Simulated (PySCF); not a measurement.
Candidates: BF₂, BCl₂, BBr₂. Level: PBE0 in the def2-TZVP basis family, all electrons, no relativity, computed in PySCF with density fitting; open shells unrestricted.

One of them gave a doublet of C2v symmetry with wavenumbers 521, 1170, 1438 cm⁻¹.

**Question.** Which molecule is it?
A. BCl₂
B. BF₂
C. BBr₂

**Answer.** B. That is BF₂, with B–F 1.306 Å (×2). The others give BCl₂ 1.720 Å and 1003 cm⁻¹ for the highest mode; BBr₂ 1.878 Å and 865 cm⁻¹ for the highest mode.

Only the bonding shown was studied: isomers, or loss of a ligand pair, can lie lower.
